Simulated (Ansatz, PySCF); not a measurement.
CsCl, SMILES [Cl][Cs].

Coordinates come from a B3LYP-D3(BJ)/def2-TZVPD optimisation. The def2 effective core potentials stand for the cores of Cs; spin–orbit coupling is left out.

Vertical ionisation energy (IE) and electron affinity (EA) in eV. Rows of orbital energies are one-electron estimates. Where ΔSCF, EOM or ADC give a negative EA the extra electron is unbound and the value depends on the basis.

```csv
level,IE,EA
"−ε(HOMO), −ε(LUMO), r2SCAN/def2-TZVPD (PySCF)",4.94,0.91
"−ε(HOMO), −ε(LUMO), M06-2X/def2-TZVPD (PySCF)",7.21,1.15
"−ε(HOMO), −ε(LUMO), PBE/def2-TZVPD (PySCF)",4.73,1.62
"ΔSCF, ωB97X-V/def2-TZVPD (Ansatz), final states of multiplicity 2 and 2",8.48,0.34
"ΔSCF, PBE/def2-TZVPD (Ansatz), final states of multiplicity 2 and 2",8.57,0.49
```

Q: What vertical singlet–triplet gap does ΔSCF give with ωB97X-V/def2-TZVPD (Ansatz, a first-principles code) and with PBE/def2-TZVPD (Ansatz)? (Estimate from the structure and the level; the computed values follow.)

A: 4.99 and 4.75 eV (triplet above singlet where positive).
